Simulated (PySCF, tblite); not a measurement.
Species: C₇H₁₃S (charge +1).
Atom-mapped SMILES: `[CH3:1][S:2][C@@H:3]1[CH2:4][CH2:5][C+:6]([CH3:7])[CH2:8]1` (hydrogens: H9, H10, H11 on C1; H12 on C3; H13, H14 on C4; H15, H16 on C5; H17, H18, H19 on C7; H20, H21 on C8)

Computed geometry: GFN2-xTB, gas phase.

**Question.** What internal coordinates does the optimisation give?

**Answer.** 
```
                 bond  length (Å)
                C1–S2       1.805
                S2–C3       1.838
                C3–C4       1.532
                C4–C5       1.532
                C5–C6       1.460
                C6–C7       1.451
                C6–C8       1.457
                C3–C8       1.536
C1–H9, C1–H10, C1–H11       1.086
               C3–H12       1.088
               C4–H13       1.091
               C4–H14       1.088
               C5–H15       1.097
               C5–H16       1.095
       C7–H17, C7–H18       1.089
               C7–H19       1.098
               C8–H20       1.097
               C8–H21       1.095
```

Bonds in one row agree within 0.01 Å and their mean is given. A selection of angles:
```
   angle  degrees
C1–S2–C3    101.2
S2–C3–C4    113.0
S2–C3–C8    106.4
C4–C3–C8    103.8
C3–C4–C5    104.6
C4–C5–C6    106.4
C5–C6–C7    124.6
C5–C6–C8    110.9
C7–C6–C8    124.3
C3–C8–C6    105.3
```

Torsions: C1–S2–C3–C4 -102° (anticlinal); S2–C3–C4–C5 -86° (synclinal); C3–C4–C5–C6 -19° (synperiplanar); C4–C5–C6–C7 178° (antiperiplanar); C5–C6–C8–C3 17° (synperiplanar); S2–C3–C8–C6 91° (anticlinal).

The C–C distances run from 1.451 Å (C6–C7, drawn single) to 1.536 Å (C3–C8, drawn single), a spread of 0.085 Å. The 5-membered ring C3–C4–C5–C6–C8 has internal angles of 103.8° to 110.9°; it is puckered, 0.13 Å rms from its mean plane, widest ring torsion 29°. C6 (formal carbocation centre) is planar (angles 124.6°, 124.3° and 110.9°, sum 359.9°, 0.03 Å off the plane of its three neighbours). Of the pairs four or more bonds apart, H10···H12 is among the closest relative to their van der Waals radii: 2.52 Å, 105 % of the sum of Bondi's values. The C–S distances run from 1.805 Å (C1–S2, drawn single) to 1.838 Å (S2–C3, drawn single), a spread of 0.033 Å.

Point group: C1 (no symmetry element, even within 0.4 Å). Its GFN2-xTB frequencies are all real (lowest 38 cm⁻¹).

One conformer stands for the species.
